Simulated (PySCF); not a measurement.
CHF2, charge -1, singlet, geometry from GFN2-xTB (in this run its highest filled SCF level lies above zero, so its values depend strongly on the basis, on diffuse functions most of all); R2SCAN/3-21G (PySCF).

PySCF was given this input:
```python
from pyscf import gto, scf, dft

mol = gto.M(
    atom='''
C    -0.122049   -0.004221    0.645091
F    -0.023478    1.132899   -0.272100
F     0.003141   -1.130746   -0.281877
H     0.915325    0.005947    1.115243
''',
    basis='3-21g',
    charge=-1,
    spin=0,
    verbose=4,
)

mf = dft.RKS(mol)
mf.xc = 'r2scan'
mf.grids.becke_scheme = dft.gen_grid.stratmann
mf.kernel()
```

Problem. What does PySCF print? Leave out banner, timings and long lists.

Solution. 
```
PySCF version 2.14.0

[INPUT] verbose = 4
[INPUT] num. atoms = 4
[INPUT] num. electrons = 26
[INPUT] charge = -1
[INPUT] spin (= nelec alpha-beta = 2S) = 0
[INPUT] symmetry False subgroup None
[INPUT] Mole.unit = angstrom
[INPUT] Symbol           X                Y                Z      unit          X                Y                Z       unit  Magmom
[INPUT]  1 C     -0.122049000000  -0.004221000000   0.645091000000 AA   -0.230639183777  -0.007976533972   1.219045315422 Bohr   0.0
[INPUT]  2 F     -0.023478000000   1.132899000000  -0.272100000000 AA   -0.044366989953   2.140868836794  -0.514194478494 Bohr   0.0
[INPUT]  3 F      0.003141000000  -1.130746000000  -0.281877000000 AA    0.005935629757  -2.136800256447  -0.532670330814 Bohr   0.0
[INPUT]  4 H      0.915325000000   0.005947000000   1.115243000000 AA    1.729713564968   0.011238201263   2.107503832338 Bohr   0.0

nuclear repulsion = 65.470873014012
number of shells = 17
number of NR pGTOs = 48
number of NR cGTOs = 29
basis = 3-21g
ecp = {}

******** <class 'pyscf.dft.rks.RKS'> ********
method = RKS
initial guess = minao
damping factor = 0
level_shift factor = 0
DIIS = <class 'pyscf.scf.diis.CDIIS'>
diis_start_cycle = 1
diis_space = 8
diis_damp = 0
SCF conv_tol = 1e-09
SCF conv_tol_grad = None
SCF max_cycles = 50
direct_scf = True
direct_scf_tol = 1e-13
XC library pyscf.dft.libxc version 7.1.2
    S. Lehtola, C. Steigemann, M. J. T. Oliveira, and M. A. L. Marques,  SoftwareX 7, 1–5 (2018)
XC functionals = r2scan
    J. W. Furness, A. D. Kaplan, J. Ning, J. P. Perdew, and J. Sun,  J. Phys. Chem. Lett. 11, 8208–8215 (2020)
    J. W. Furness, A. D. Kaplan, J. Ning, J. P. Perdew, and J. Sun,  J. Phys. Chem. Lett. 11, 9248–9248 (2020)
    J. W. Furness, A. D. Kaplan, J. Ning, J. P. Perdew, and J. Sun,  J. Phys. Chem. Lett. 11, 8208–8215 (2020)
    J. W. Furness, A. D. Kaplan, J. Ning, J. P. Perdew, and J. Sun,  J. Phys. Chem. Lett. 11, 9248–9248 (2020)
radial grids:
    Treutler-Ahlrichs [JCP 102, 346 (1995); DOI:10.1063/1.469408] (M4) radial grids

becke partition: Stratmann, Scuseria, Frisch. CPL, 257, 213 (1996); DOI:10.1016/0009-2614(96)00600-8
pruning grids: <function nwchem_prune>
grids dens level: 3
symmetrized grids: False
atomic radii adjust function: <function treutler_atomic_radii_adjust>
small_rho_cutoff = 0
Set gradient conv threshold to 3.16228e-05
Initial guess from minao.
tot grids = 52456
init E= -236.798678847183
  HOMO = -0.213144130225548  LUMO = 0.0509983685749367  gap/eV = 7.18768
cycle= 1 E= -236.80828070292  delta_E= -0.0096  |g|= 0.697  |ddm|= 1.86
  HOMO = 0.197624063880915  LUMO = 0.395453157990223  gap/eV = 5.38320
cycle= 2 E= -236.730711631266  delta_E= 0.0776  |g|= 0.989  |ddm|= 1.37
  HOMO = 0.179454530109946  LUMO = 0.4184911526032  gap/eV = 6.50452
cycle= 3 E= -236.876076546599  delta_E= -0.145  |g|= 0.0994  |ddm|= 0.803
  HOMO = 0.158769216775978  LUMO = 0.402752566012894  gap/eV = 6.63913
cycle= 4 E= -236.878528206123  delta_E= -0.00245  |g|= 0.0196  |ddm|= 0.118
  HOMO = 0.161321256320806  LUMO = 0.402511887979832  gap/eV = 6.56313
cycle= 5 E= -236.878640624629  delta_E= -0.000112  |g|= 0.00405  |ddm|= 0.0503
  HOMO = 0.161074916818658  LUMO = 0.402768073553156  gap/eV = 6.57681
cycle= 6 E= -236.878646343657  delta_E= -5.72e-06  |g|= 0.000211  |ddm|= 0.011
  HOMO = 0.161045812998036  LUMO = 0.40271657681602  gap/eV = 6.57620
cycle= 7 E= -236.878646356078  delta_E= -1.24e-08  |g|= 2.45e-05  |ddm|= 0.000461
  HOMO = 0.161038911366502  LUMO = 0.402711306085953  gap/eV = 6.57624
cycle= 8 E= -236.878646356343  delta_E= -2.64e-10  |g|= 2.44e-06  |ddm|= 7.12e-05
  HOMO = 0.161038637214805  LUMO = 0.402711278550979  gap/eV = 6.57625
Extra cycle  E= -236.878646356341  delta_E= 1.36e-12  |g|= 4e-06  |ddm|= 5.12e-06
converged SCF energy = -236.878646356341
```
